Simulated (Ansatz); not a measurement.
A nudged elastic band was laid between two geometries of H3N + H4Sn (9 atoms, charge 0, multiplicity 1).

All numbers below come from Ansatz 0.2.0, RKS B3LYP/def2-SVP.

- movable images: 5
- climbing image: yes
- spring: 5.0 eV/Å²
- optimiser: quadratic models (default)
- start path: through a guess of the saddle point
- force threshold: 0.03 eV/Å
- iteration limit: 60
- end points: relaxed

First end point:

```xyz
9
Properties=species:S:1:pos:R:3
Sn 0.416 0.031 -0.130
H 0.608 -0.146 1.567
H 1.965 0.065 -0.874
H -0.406 1.499 -0.468
H -0.482 -1.292 -0.752
N -3.016 -0.045 1.521
H -2.932 -0.744 0.782
H -2.817 0.861 1.095
H -2.264 -0.229 2.187
```

Last end point:

```xyz
9
Properties=species:S:1:pos:R:3
Sn -0.503 0.137 -0.797
H -0.616 -0.359 3.701
H 1.006 -0.054 0.026
H -0.568 1.683 -1.542
H -0.710 -1.131 -1.938
N -2.160 0.049 0.430
H -2.268 -0.838 0.921
H -2.201 0.793 1.126
H -0.908 -0.281 3.002
```

(1) Which bonds break or form, and what moves?

(2) Give the energies along the band, and the barrier.

(3) What is the geometry of the highest image?

Answers

(1) Bonds broken: Sn1–H2, N6–H9. Bonds formed: Sn1–N6, H2–H9. H3N + H4Sn becomes H2 + H5NSn.

(2) It converged. The highest image is number 3 of 0 to 6, 1.88 eV above the first end and 1.36 eV above the last; the last end lies 0.52 eV above the first. Beside the main top the profile has a ripple of under 15 meV (maxima at images 3, 5), which may be a very shallow well or noise. Neighbouring images differ by up to 1.5 eV, so the band resolves the path poorly. A vibrational analysis at the climbing image gives one clearly imaginary mode, 1494i cm⁻¹: a first-order saddle point. The orbitals stay closed-shell, which can raise the energy where a bond breaks towards radicals; this wasn't checked here.

```json
{"image": "0", "path coordinate (Å)": "0.00", "energy (eV)": "0.00", "Sn1–H2 (Å)": "1.72", "N6–H9 (Å)": "1.02", "Sn1–N6 (Å)": "3.81"}
{"image": "1", "path coordinate (Å)": "1.34", "energy (eV)": "0.04", "Sn1–H2 (Å)": "1.72", "N6–H9 (Å)": "1.02", "Sn1–N6 (Å)": "3.84"}
{"image": "2", "path coordinate (Å)": "2.68", "energy (eV)": "0.41", "Sn1–H2 (Å)": "1.75", "N6–H9 (Å)": "1.02", "Sn1–N6 (Å)": "2.81"}
{"image": "3", "path coordinate (Å)": "4.01", "energy (eV)": "1.88", "Sn1–H2 (Å)": "2.25", "N6–H9 (Å)": "1.26", "Sn1–N6 (Å)": "2.23"}
{"image": "4", "path coordinate (Å)": "5.56", "energy (eV)": "0.52", "Sn1–H2 (Å)": "3.53", "N6–H9 (Å)": "2.33", "Sn1–N6 (Å)": "2.07"}
{"image": "5", "path coordinate (Å)": "7.11", "energy (eV)": "0.53", "Sn1–H2 (Å)": "4.26", "N6–H9 (Å)": "2.91", "Sn1–N6 (Å)": "2.06"}
{"image": "6", "path coordinate (Å)": "8.65", "energy (eV)": "0.52", "Sn1–H2 (Å)": "4.53", "N6–H9 (Å)": "2.88", "Sn1–N6 (Å)": "2.06"}
```

(3) 
```xyz
9
Properties=species:S:1:pos:R:3
Sn -0.300 0.027 -0.220
H -0.215 -1.004 1.780
H 1.106 0.868 0.285
H -1.040 1.017 -1.456
H -0.121 -1.534 -0.903
N -2.025 0.209 1.188
H -2.912 -0.212 0.893
H -2.225 1.143 1.561
H -1.196 -0.515 1.801
```

The run took 5.7 min on 1 thread of Arm Neoverse V2, with other jobs on the host, peak memory 0.17 GiB.
